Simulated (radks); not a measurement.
Task: The mean radii <r> (bohr) of the occupied orbitals of an atom or ion are listed with their occupations. Method: Dirac Kohn-Sham, OLYP, spin-unpolarised, spherical densities, finite nucleus; Fermi nuclear charge, rms radius of each element as measured or else 0.836 A^(1/3) + 0.57 fm; computed with a radial shooting solver on a logarithmic mesh with Libxc functionals.

orbital  occ.      <r>
1s1/2       2  0.05620
2s1/2       2   0.2551
2p1/2       2   0.2227
2p3/2       4   0.2258
3s1/2       2   0.7673
3p1/2       2   0.7977
3p3/2       4   0.8066
3d3/2     2.4   0.9338
3d5/2     3.6   0.9377

Name the element and its charge. Open shells, if any, are shared by 2j + 1.

Result: Z = 27, cobalt, charge +3: Co3+ in [Ar] 3d6. The 1s radius gives Z: for a bare nucleus <r> = (2 gamma + 1)/(2Z) with gamma = sqrt(1 - (Z/c)^2), 0.05483 bohr for Z = 27, and screening makes it slightly larger (0.05620 here). The occupations add up to 24, and the charge is Z minus that.
